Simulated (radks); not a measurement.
These are the eigenvalues of the occupied orbitals of an atom or ion with whole-number occupations (eV). Calculated with a radial shooting solver on a logarithmic mesh with Libxc functionals: Dirac Kohn-Sham, PBEsol, spin-unpolarised, spherical densities, finite nucleus; Fermi nuclear charge, rms radius of each element as measured or else 0.836 A^(1/3) + 0.57 fm.

| orbital | eigenvalue |
|---|---|
| 1s1/2 | -32988.12 |
| 2s1/2 | -5134.110 |
| 2p1/2 | -4820.803 |
| 2p3/2 | -4522.279 |
| 3s1/2 | -1072.400 |
| 3p1/2 | -942.7714 |
| 3p3/2 | -886.5929 |
| 3d3/2 | -657.9087 |
| 3d5/2 | -646.0894 |
| 4s1/2 | -225.2953 |
| 4p1/2 | -180.0011 |
| 4p3/2 | -168.9889 |
| 4d3/2 | -96.0052 |
| 4d5/2 | -94.2631 |
| 5s1/2 | -57.5824 |
| 5p1/2 | -45.8533 |
| 5p3/2 | -44.2183 |

Which element is it, and in what charge state? The configuration may be excited. Open shells, if any, are shared by 2j + 1.

Answer. Z = 53, iodine, charge +4: I4+ in [Kr] 4d10 5s2 5p1. The list shows which subshells hold electrons but not how many an open one holds; the 1s level, -1212.3 hartree, gives Z - s = 49.2 by -(Z - s)^2/2, which with screening and relativity narrows Z to a few neighbours, and the depths of the outer levels then fix element, charge and occupations together.
